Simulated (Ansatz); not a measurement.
Start from `N[SiH](S)CCl` and change one atom or group to get `N[SiH](C=O)CCl`.

Ansatz, PBE0-D4/def2-TZVP geometries, multiplicity 1. Each molecule was computed in one conformer, which needn't be the lowest.

```json
{"property": "HOMO–LUMO gap (ωB97M-V/def2-TZVPP) / eV", "`N[SiH](S)CCl`": "11.38"}
{"property": "size of the dipole moment (PBE/def2-TZVPP) / D", "`N[SiH](S)CCl`": "1.30"}
{"property": "HOMO–LUMO gap (PBE0/def2-TZVPP) / eV", "`N[SiH](S)CCl`": "7.32"}
{"property": "HOMO–LUMO gap (B3LYP/def2-TZVPP) / eV", "`N[SiH](S)CCl`": "6.82"}
{"property": "HOMO energy (B3LYP/def2-TZVPP) / eV", "`N[SiH](S)CCl`": "-7.02"}
{"property": "HOMO–LUMO gap (PBE/def2-TZVPP) / eV", "`N[SiH](S)CCl`": "5.02"}
```

(1) Give the same properties after the change, and the shifts. (An estimate is asked.)

## Answers

(1) Computed: 
```
                                      property  `N[SiH](C=O)CCl`  shift
       HOMO–LUMO gap (ωB97M-V/def2-TZVPP) / eV             10.00  -1.38
size of the dipole moment (PBE/def2-TZVPP) / D              2.19   0.89
          HOMO–LUMO gap (PBE0/def2-TZVPP) / eV              5.43  -1.89
         HOMO–LUMO gap (B3LYP/def2-TZVPP) / eV              4.97  -1.85
           HOMO energy (B3LYP/def2-TZVPP) / eV             -6.84   0.18
           HOMO–LUMO gap (PBE/def2-TZVPP) / eV              2.81  -2.21
```

With PBE0 the HOMO rises by 0.22 eV and the LUMO falls by 1.66 eV, so the gap narrows by about 1.88 eV. PBE moves the HOMO by 0.41 eV and ωB97M-V by 0.15 eV. Dipoles are sizes alone; their direction can turn.

B3LYP here is the variant with VWN-RPA as its local correlation; programs differ in this.
